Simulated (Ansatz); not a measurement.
Ansatz (an electronic-structure program) input for Al(Cl)(I)(OMe) (CH₃AlClIO), SMILES [O](C)[Al]([I])[Cl], PBE0/def2-SVPD. The structure is a stationary point at B3LYP-D3(BJ)/def2-SVP. The structure was generated by enumeration; whether it is a known compound was not checked. The def2 effective core potentials stand for the cores of I; spin–orbit coupling is left out. The values are those of a single conformer.

Ansatz 0.2 input:
```yaml
crystal:
  periodic: [false, false, false]
  atoms:
    - {symbol: Al, position_ang: [0.08669228, 1.00143391, -0.00000000]}
    - {symbol: Cl, position_ang: [1.88355627, 2.06613701, -0.00000000]}
    - {symbol: I, position_ang: [0.06562773, -1.46534813, 0.00000000]}
    - {symbol: O, position_ang: [-1.35353421, 1.86739801, 0.00000000]}
    - {symbol: C, position_ang: [-2.73608653, 1.63785639, -0.00000000]}
    - {symbol: H, position_ang: [-3.19718982, 2.09661184, 0.89179064]}
    - {symbol: H, position_ang: [-3.19718983, 2.09661185, -0.89179064]}
    - {symbol: H, position_ang: [-2.98655317, 0.56093450, -0.00000000]}
basis:
  gaussian:
    orbitals: def2-SVPD
hamiltonian:
  xc: {name: PBE0}
```

Log of the run:

```
WARN ansatz: RAYON_NUM_THREADS=1 ignored (pool sized by the plan → 1); use --threads N
Functional definition: PBE0
integrals: 0.11 GiB planned
1526 factors; their error is unknown
mean field: 0.87 GiB planned
mean field evaluation 1: about -30334.1678 eV, gradient 5.2e1 eV
mean field evaluation 2: about -30316.0738 eV, gradient 1.1e2 eV
mean field evaluation 4: about -30339.5660 eV, gradient 5.1e0 eV
mean field evaluation 8: about -30339.6230 eV, gradient 7.4e-2 eV
mean field evaluation 16: about -30339.8780 eV, gradient 3.5e-5 eV
mean field -30339.87795218 eV, -1114.9699496348 hartree, gradient 3.5e-5 eV, S^2 0.000000; 0 other end points of the search recorded, 0 dependent functions left out
reference -30339.87799993 eV, -1114.9699513894 hartree; 36, 36 occupied and 117, 117 virtual orbitals, 1526 factors
Total energy: -30339.87799993 eV, -1114.9699513894 hartree
```

The run converged.
